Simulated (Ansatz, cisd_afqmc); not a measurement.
System: GeH₂, charge 1, doublet. GeH2+ (parent SMILES [GeH2], doublet).
B3LYP-D3(BJ)/def2-TZVP minimum from Ansatz (a quantum-chemistry and plane-wave program):
```
Ge
H 1 1.5594
H 1 1.5594 2 120.35
```
Charge +1, spin multiplicity 2.

Total energies in aug-cc-pVDZ, 5 correlated electrons, 14 frozen orbitals. UHF or UKS for unpaired electrons; spin-orbit terms are left out. Cores are frozen in correlated methods (noble-gas shells, and filled d and f shells in the p block). No relativity. AFQMC/CISD: phaseless, guided by CISD from CCSD amplitudes; bars are statistical, one sigma. Outlying blocks are dropped, and bars are widened where a walk drifts. Over all cases where full CI ran beside it in this data, AFQMC minus full CI had a median of +0.1 mEh and passed +0.4 mEh in a tenth of the cases. The spin of H2Ge+ (parent SMILES [GeH2], doublet) was assumed, and the state is the lowest solution found for it.

```
method         program          energy (Eh)  minus CCSDTQ (mEh)
----------  ----------  -------------------  ------------------
HF              Ansatz          -2076.15370               83.87
MP2             Ansatz          -2076.21489               22.68
CCSD            Ansatz          -2076.23556                2.01
CCSD(T)         Ansatz          -2076.23701                0.56
CCSDT(Q)        Ansatz          -2076.23757                0.00
CCSDTQ          Ansatz          -2076.23757                0.00
AFQMC/CISD  cisd_afqmc  -2076.2375 ± 0.0001           0.1 ± 0.1
```

Rough core times of Ansatz's runs on a shared machine: CCSD(T) under 20 s, CCSDT(Q) 20 s, CCSDTQ 2 min.
